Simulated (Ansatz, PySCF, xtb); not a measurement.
Dimer: C2H4 (SMILES C=C) (first 6 atoms) with CH3NO (SMILES NC=O); geometry from B3LYP-D3(BJ)/def2-TZVP.
(charge 0, multiplicity 1):
```json
[
 {"atom": "C", "x (Å)": "0.4519", "y (Å)": "0.4774", "z (Å)": "0.7391"},
 {"atom": "C", "x (Å)": "-0.4232", "y (Å)": "-0.5141", "z (Å)": "0.6331"},
 {"atom": "H", "x (Å)": "1.2096", "y (Å)": "0.4683", "z (Å)": "1.5133"},
 {"atom": "H", "x (Å)": "0.4487", "y (Å)": "1.3184", "z (Å)": "0.0556"},
 {"atom": "H", "x (Å)": "-1.1806", "y (Å)": "-0.5278", "z (Å)": "-0.1418"},
 {"atom": "H", "x (Å)": "-0.3974", "y (Å)": "-1.3525", "z (Å)": "1.3186"},
 {"atom": "N", "x (Å)": "-0.9590", "y (Å)": "0.4958", "z (Å)": "3.9192"},
 {"atom": "C", "x (Å)": "-0.0705", "y (Å)": "-0.3495", "z (Å)": "4.4909"},
 {"atom": "O", "x (Å)": "0.7501", "y (Å)": "-1.0084", "z (Å)": "3.8888"},
 {"atom": "H", "x (Å)": "-0.9634", "y (Å)": "0.6063", "z (Å)": "2.9151"},
 {"atom": "H", "x (Å)": "-1.6137", "y (Å)": "1.0116", "z (Å)": "4.4796"},
 {"atom": "H", "x (Å)": "-0.1645", "y (Å)": "-0.3847", "z (Å)": "5.5920"}
]
```

Monomers are frozen at their geometry in the pair; levels with a basis set take the counterpoise correction.

The values were computed with Ansatz (Gaussian basis) for Hartree–Fock, density functionals and correlated methods; PySCF for the dispersion terms; xtb for the GFN methods. Values without a source in brackets are computed.

Problem. One of these levels gives -107.7 meV for the interaction energy. Which?
(A) r2SCAN-D3(BJ)/def2-TZVPPD
(B) SVWN5/def2-TZVPPD
(C) GFN-FF
(D) revPBE/def2-TZVPPD

Solution. C, GFN-FF. The others give -237.1 (SVWN5/def2-TZVPPD), -19.5 (revPBE/def2-TZVPPD), -165.3 (r2SCAN-D3(BJ)/def2-TZVPPD)

Ansatz is an electronic-structure program.
